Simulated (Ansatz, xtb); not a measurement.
# C4H4F2O3: which of two isomers lies lower

Structure X: `O=C(O/C=C/O)C(F)F`, a singlet. Structure Y: `O=C(O/C=C\O)C(F)F`, a singlet. Both are isolated molecules in the gas phase, relaxed with r2SCAN-D4/def2-SVP, each in the lowest conformer that the search found.

X (Å):

```xyz
13

C     1.6451    0.3153   -0.4218
C     1.7431   -0.1160   -2.7167
C     1.2873    0.1424   -3.9518
C     0.8886    1.1921    0.5804
F     1.1116    2.4965    0.2776
F     1.3504    0.9453    1.8166
O     2.5093   -0.4711   -0.1432
O     1.1710    0.5668   -1.6542
O     1.7277   -0.4288   -5.0896
H     2.5358   -0.8212   -2.4528
H     0.4889    0.8706   -4.1231
H     2.4341   -1.0584   -4.8829
H    -0.2015    1.0057    0.5465
```

Y (Å):

```xyz
13

C    -1.4673    1.8004   -0.2804
C     0.0333    0.5451    1.0277
C     0.8324   -0.5324    1.0885
C    -2.1187    1.8101   -1.6610
F    -2.8369    0.6739   -1.8289
F    -1.1574    1.8445   -2.6147
O    -1.6639    2.6312    0.5674
O    -0.6570    0.7361   -0.1665
O     1.0116   -1.4238    0.0997
H    -0.1263    1.2789    1.8157
H     1.4094   -0.7549    1.9893
H     0.4654   -1.1491   -0.6552
H    -2.7792    2.6874   -1.7654
```

Task: Which of the two would you expect CCSD(T)/def2-SVP + ΔMP2/def2-TZVPP electronic energies to favour?

Result: Structure Y; the calculation gives E(Y) − E(X) = −17.3 kJ/mol.

Level by level:

| level | geometry | E(Y) − E(X) (kJ/mol) | departure from the last row (kJ/mol) | job, with rough time for the two |
| --- | --- | --- | --- | --- |
| GFN2-xTB | GFN2-xTB | −6.2 | +11.1 | optimisation, 0.27 s |
| HF/STO-3G | GFN2-xTB | −8.6 | +8.7 | single point, 0.6 s |
| r2SCAN-D4/def2-SVP//GFN2-xTB | GFN2-xTB | −14.9 | +2.4 | single point, 7.2 s |
| r2SCAN-D4/def2-SVP | r2SCAN-D4/def2-SVP | −15.4 | +1.9 | optimisation, 3.2 min |
| HF/def2-SVP | r2SCAN-D4/def2-SVP | −14.3 | +3.0 | part of the CCSD(T) run |
| MP2/def2-SVP | r2SCAN-D4/def2-SVP | −15.5 | +1.7 | part of the CCSD(T) run |
| CCSD(T)/def2-SVP | r2SCAN-D4/def2-SVP | −14.9 | +2.4 | single point |
| CCSD(T)/def2-SVP + ΔMP2/def2-TZVPP | r2SCAN-D4/def2-SVP | −17.3 |  | single point, 4.5 min |

As drawn, both hold the same kinds of bond in the same numbers.

None of the levels shown reverses the order. The largest departure from CCSD(T)/def2-SVP + ΔMP2/def2-TZVPP is that of GFN2-xTB, 11.1 kJ/mol. The last row adds to CCSD(T) the change of the MP2 difference between the two basis sets, here −2.4 kJ/mol.

With thermal terms from frequencies at re-optimised GFN2-xTB minima (ideal gas, soft modes damped towards free rotors, one conformer each, 298.15 K, 1 atm): on the last row, ΔE + ΔZPE = −16.7, ΔH = −16.9, ΔG = −16.6 kJ/mol.

The correlated steps freeze 9 core orbitals. Programs: Ansatz 0.2.0, xtb 6.7.1; the last row on 2 threads of Arm Neoverse V2 on a shared host.
